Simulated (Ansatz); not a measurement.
Species: Cl, charge -1, singlet.

Total energies in aug-cc-pV(D+d)Z, 8 correlated electrons, 5 frozen orbitals. UHF or UKS for unpaired electrons; spin-orbit terms are left out. Correlated methods leave the cores frozen. No relativity.

```
method    program  energy (Eh)  minus CCSDTQ (mEh)
--------  -------  -----------  ------------------
HF         Ansatz   -459.56364              180.93
MP2        Ansatz   -459.72656               18.02
CCSD       Ansatz   -459.73919                5.39
CCSD(T)    Ansatz   -459.74380                0.78
CCSDT(Q)   Ansatz   -459.74458                0.00
CCSDTQ     Ansatz   -459.74458                0.00
```

Ansatz is an electronic-structure program.
